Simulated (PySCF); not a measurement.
Estimate the missing entries of this data sheet.

Compound: C₉HN.
SMILES: `N#CC#CC#CC#CC#C`

```csv
property,level,value
point group of the GFN2-xTB geometry,GFN2-xTB,C∞v
rotational constant B (linear) of the GFN2-xTB geometry,GFN2-xTB,?
dipole moment,wB97X-D/def2-SVPD,?
HOMO energy,wB97X-D/def2-SVPD,-9.11 eV
LUMO energy,wB97X-D/def2-SVPD,-1.74 eV
lowest singlet excitation,TDDFT wB97X-D/def2-SVPD,"2.88 eV (430 nm, f = 0.000)"
strongest line among the 8 lowest singlet transitions,TDDFT wB97X-D/def2-SVPD,?
lowest triplet excitation (Tamm–Dancoff),TDA wB97X-D/def2-SVPD,2.36 eV
static isotropic polarisability,wB97X-D/def2-SVPD,172.6 au
electronic spatial extent ⟨r²⟩ about the centre of nuclear charge,wB97X-D/def2-SVPD,3278 bohr²
```

The electronic properties come from PySCF, for the isolated species, density fitting.

(1) Give the rotational constant B (linear) of the GFN2-xTB geometry.

(2) Give the dipole moment.

(3) The strongest line among the 8 lowest singlet transitions?

Results:

(1) 0.294 GHz.

(2) 5.92 D.

(3) S7 at 5.51 eV (225 nm, f = 4.771).

Point group C∞v permits a dipole; with 5.92 D the species has a pure rotational spectrum. 3 of the 8 computed singlets lie in the visible range (750 to 380 nm, 1.65 to 3.26 eV), with an oscillator strength of 0.000 in sum. For a rigid linear rotor the levels are B·J(J + 1), so J = 1 lies 2B = 0.59 GHz above J = 0. The principal polarisabilities are 57.4, 57.4 and 403.0 au; their mean is the isotropic value. The vertical singlet–triplet gap S1 − T1 is 0.52 eV (TDDFT singlet less Tamm–Dancoff triplet).
